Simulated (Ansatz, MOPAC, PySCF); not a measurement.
Pair of molecules: GeH4 (SMILES [GeH4]) (first 5 atoms) with CH4S (SMILES CS); geometry from B3LYP-D3(BJ)/def2-TZVP.
(charge 0, multiplicity 1):
```xyz
11

Ge     0.000     0.134     0.162
H     -1.524     0.285     0.226
H      0.418    -1.236     0.716
H      0.681     1.245     0.973
H      0.460     0.232    -1.305
C      1.059    -0.298     3.992
S     -0.752    -0.226     3.809
H      1.529    -0.697     3.095
H      1.389     0.729     4.133
H      1.344    -0.884     4.863
H     -0.954    -1.540     3.623
```

Monomers are frozen at their geometry in the pair; levels with a basis set take the counterpoise correction.

The state reached by PM6 isn't checked.

Programs: Ansatz (a quantum-chemistry and plane-wave program) with Gaussian orbitals; MOPAC for PM6 (differences of heats of formation); PySCF for the dispersion terms. Each number belongs to the level named beside it.

Task: One of these levels gives -0.35 kcal/mol for the interaction energy. Name it.
(A) revPBE/def2-TZVPPD
(B) PM6
(C) BLYP-D4/def2-TZVPPD
(D) r2SCAN/def2-TZVPPD

Result: B, PM6. The others give -1.87 (BLYP-D4/def2-TZVPPD), 1.05 (revPBE/def2-TZVPPD), -1.26 (r2SCAN/def2-TZVPPD)
